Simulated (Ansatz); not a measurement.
Molecule: CClF$_{2}$, charge 1, multiplicity 1. 
Coordinates optimised at B3LYP-D3(BJ)/def2-TZVP (Ansatz, a first-principles code):
```xyz
4

F     -1.1217    -0.9789     0.0111
C     -0.3783     0.0286     0.0023
F     -0.9618     1.1365     0.0016
Cl     1.2365    -0.0935    -0.0075
```
Charge +1, spin multiplicity 1.

Parts of the frozen-core correlation energy in STO-3G (Ansatz, hartree). Frozen orbitals: 8; correlated occupied orbitals by spin: 12 and 12; virtual: 4 and 4. Spin-orbit coupling is left out. Non-relativistic.

```csv
term,value
reference (HF),-687.73049
MP2 opposite-spin,-0.10025
MP2 same-spin,-0.03219
CCSD correlation,-0.14772
(T),-0.01114
FCI minus CCSD(T),-0.00115
T1 diagnostic,0.017
largest doubles amplitude,0.068
```
